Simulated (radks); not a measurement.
Question: The mean radii <r> (bohr) of the occupied orbitals of an atom or ion are listed with their occupations. Method: scalar-relativistic Kohn-Sham, PBEsol, spin-unpolarised, spherical densities, point nucleus; computed with a radial shooting solver on a logarithmic mesh with Libxc functionals.

| orbital | occ. | <r> |
|---|---|---|
| 1s | 2 | 0.02508 |
| 2s | 2 | 0.1075 |
| 2p | 6 | 0.09426 |
| 3s | 2 | 0.2853 |
| 3p | 6 | 0.2833 |
| 3d | 10 | 0.2600 |
| 4s | 2 | 0.6544 |
| 4p | 6 | 0.6933 |
| 4d | 10 | 0.7678 |
| 5s | 2 | 1.562 |
| 5p | 6 | 1.815 |
| 5d | 2 | 2.900 |
| 7d | 1 | 22.14 |

Name the element and its charge.

Answer: Z = 57, lanthanum, charge 0: La in [Xe] 5d2 7d1. The 1s radius gives Z: for a bare nucleus <r> = (2 gamma + 1)/(2Z) with gamma = sqrt(1 - (Z/c)^2), 0.02473 bohr for Z = 57, and screening makes it slightly larger (0.02508 here). The occupations add up to 57, and the charge is Z minus that.
